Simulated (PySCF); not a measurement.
SMILES c1c(ccc(c1)C(F)(F)F)C(C)C, singlet (GFN2-xTB optimised geometry):

```
24

C     -1.278    -2.911    -1.266
C     -1.581    -2.101    -0.004
C     -1.279    -2.919     1.254
C     -0.803    -0.809     0.000
C     -1.467     0.412     0.002
C     -0.768     1.605     0.001
C      0.620     1.583    -0.004
C      1.370     2.882     0.020
F      1.402     3.427     1.255
F      0.816     3.814    -0.776
F      2.649     2.765    -0.367
C      1.301     0.374     0.000
C      0.588    -0.809     0.000
H     -0.235    -3.214    -1.292
H     -1.486    -2.319    -2.155
H     -1.896    -3.805    -1.293
H     -2.649    -1.856    -0.003
H     -1.488    -2.334     2.147
H     -1.898    -3.814     1.274
H     -0.236    -3.224     1.278
H     -2.547     0.433     0.003
H     -1.292     2.548     0.000
H      2.380     0.363    -0.002
H      1.128    -1.744     0.000
```

Method: PBE0/def2-SVP (PySCF).

Problem. What are the frontier orbital energies and the dipole moment?

Solution. HOMO-2 -9.46 eV, HOMO-1 -7.75 eV, HOMO -7.50 eV, LUMO -0.74 eV, LUMO+1 -0.47 eV; dipole moment 3.46 D.

Meta-Löwdin charges at PBE0/def2-SVP: C1 -0.30, C2 -0.05, C3 -0.30, C4 0.03, C5 -0.12, C6 -0.10, C7 -0.05, C8 0.74, F9 -0.27, F10 -0.27, F11 -0.27, C12 -0.10, C13 -0.12, H14 0.10, H15 0.10, H16 0.10, H17 0.09, H18 0.10, H19 0.10, H20 0.10, H21 0.11, H22 0.12, H23 0.12, H24 0.11.
